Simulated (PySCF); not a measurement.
Compound: FGeH₇Si₂.
Cartesian coordinates in Å at the PBE0-D3(BJ)/def2-SVP level; atoms count from 1:
```xyz
11
FGeH7Si2 angstrom
F      3.4282    0.4107   -0.2139
Si     2.0191   -0.3000    0.2011
Si     0.2261    1.1463   -0.2141
Ge    -1.8102   -0.0184    0.2208
H      2.0878   -0.6596    1.6483
H      1.8766   -1.5480   -0.6058
H      0.2564    1.5837   -1.6444
H      0.3206    2.3522    0.6662
H     -1.8017   -0.5785    1.6558
H     -1.9602   -1.1959   -0.7601
H     -3.0213    0.9179    0.0632
```

Computed with PBE0-D3(BJ)/def2-SVP geometry optimisation, gas phase in PySCF.

Take the most abundant isotopes and a rigid rotor. The values belong to one conformer with, in the numbering `[F:1][SiH2:2][SiH2:3][GeH3:4]`, F1–Si2–Si3–Ge4 175°.

Question: Give the principal moments of inertia and the rotational constants in MHz.

Answer: Ia = 62.93, Ib = 616.76, Ic = 661.11 u·Å²; 505379 MHz·u·Å²/I gives A = 8031, B = 819.4, C = 764.4 MHz.

Question: What kind of rotor is it?

Answer: A near-prolate asymmetric top. Ray's parameter κ = (2B − A − C)/(A − C) = -0.985; −1 is the prolate and +1 the oblate limit.

Question: What does the inertial defect say?

Answer: Not planar: Δ = Ic − Ia − Ib = -18.58 u·Å². For a rigid frame Δ = −2 Σ m c², so Σ m c² = 9.29 u·Å² lies off the ab plane: 9.12 from hydrogen and 0.17 from heavier atoms. The atom farthest from that plane is 1.32 Å away.

Question: Give the other two planar moments, Paa and Pbb, and the rms extents of the mass along the axes.

Answer: Paa = Σ m a² = (Ib + Ic − Ia)/2 = 607.47 and Pbb = Σ m b² = (Ia + Ic − Ib)/2 = 53.64 u·Å². With the mass M = 155.93 u, the rms extents √(P/M) along a, b and c are 1.97, 0.59, 0.24 Å.

Question: Which types of transition are allowed, and where do some lines up to J = 4 fall?

Answer: The dipole components are |μa| = 1.43 D, |μb| = 0.39 D, |μc| = 0.10 D. Intensities carry the squares of the components, which stand as 1.00 : 0.08 : 0.00 (a : b : c). Some of the stronger lines:

| type | branch | J(Ka,Kc) | MHz | lower level (cm⁻¹) |
| --- | --- | --- | --- | --- |
| a | Q | 3(1,2) ← 3(1,3) | 330 | 0.553 |
| a | Q | 4(1,3) ← 4(1,4) | 550 | 0.761 |
| a | R | 1(0,1) ← 0(0,0) | 1584 | 0.000 |
| a | R | 2(0,2) ← 1(0,1) | 3167 | 0.053 |
| a | R | 2(1,1) ← 1(1,0) | 3223 | 0.295 |
| a | R | 3(0,3) ← 2(0,2) | 4750 | 0.158 |
| a | R | 3(2,1) ← 2(2,0) | 4753 | 1.124 |
| a | R | 3(1,2) ← 2(1,1) | 4834 | 0.403 |
| a | R | 4(3,2) ← 3(3,1) | 6336 | 2.490 |
| a | R | 4(2,2) ← 3(2,1) | 6338 | 1.283 |
| a | R | 4(1,3) ← 3(1,2) | 6445 | 0.564 |

No frequency check. Constants of a rigid frame at the computed geometry: no zero-point averaging, no centrifugal distortion. A rigid rotor knows nothing of internal rotation, which can split or shift real lines.
